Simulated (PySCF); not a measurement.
BH2O3, SMILES [O]B(O)O, multiplicity 2.

Geometry: PBE-D3(BJ)/def2-SVP. A frequency run showed that this geometry is not a minimum. The isomer is the one that the SMILES or the coordinates give; other isomers of the formula were not compared. One conformer was computed; it need not be the lowest.

All values below come from PBE-D3(BJ)/def2-SVP run with PySCF.

No scaling factor is applied to the harmonic values.

```tsv
mode	ν (cm⁻¹)	IR (km/mol)	moving atoms (share of kinetic energy)
1	391i	0.0	H 94 %
2	194	219.8	H 86 %, O 14 %
3	383	0.0	O 86 %, B 10 %
4	416	16.2	O 66 %, H 25 %, B 9 %
5	625	40.2	B 82 %, O 18 %
6	857	0.7	O 97 %
7	866	242.9	H 90 %, O 10 %
8	921	67.2	H 64 %, O 34 %
9	1409	379.0	B 72 %, O 27 %
10	1436	156.7	B 71 %, O 19 %, H 10 %
11	3775	17.6	H 94 %
12	3780	111.7	H 94 %
```
